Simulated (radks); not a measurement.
Task: S3+, 13 electrons, occupied as [Ne] 3s2 4f1 (not the ground configuration). Method: non-relativistic Kohn-Sham, exchange-only LDA, spin-polarised, spherical densities, point nucleus; open shells are filled with parallel spins first; computed with a radial shooting solver on a logarithmic mesh with Libxc functionals. Some entries of the table are withheld. Estimate them.

| orbital | occ. | eigenvalue (hartree) | <1/r> (bohr^-1) | <r> (bohr) |
|---|---|---|---|---|
| 1s down | 1 | -89.70823 | 15.51 | 0.09757 |
| 1s up | 1 | -89.70805 | 15.51 | 0.09757 |
| 2s down | 1 | -9.53812 | 3.046 | 0.4812 |
| 2s up | 1 | -9.53795 | 3.046 | 0.4812 |
| 2p down | 3 | -7.59960 | 2.963 | 0.4411 |
| 2p up | 3 | -7.59943 | 2.963 | 0.4411 |
| 3s up | 1 | -2.11443 | (1) | 1.488 |
| 3s down | 1 | -2.10496 | (2) | 1.476 |
| 3p up | 0 | -1.67313 | 0.8486 | 1.606 |
| 3p down | 0 | -1.65960 | 0.8593 | 1.584 |
| 4s up | 0 | -0.81928 | 0.4074 | 3.375 |
| 4s down | 0 | -0.73682 | 0.4213 | 3.299 |
| 4f up | 1 | -0.42745 | (3) | 4.279 |
| 4f down | 0 | -0.34212 | (4) | 4.380 |

Result: 
(1) 3s up <1/r> (bohr^-1): 0.9356
(2) 3s down <1/r> (bohr^-1): 0.9425
(3) 4f up <1/r> (bohr^-1): 0.2659
(4) 4f down <1/r> (bohr^-1): 0.2660
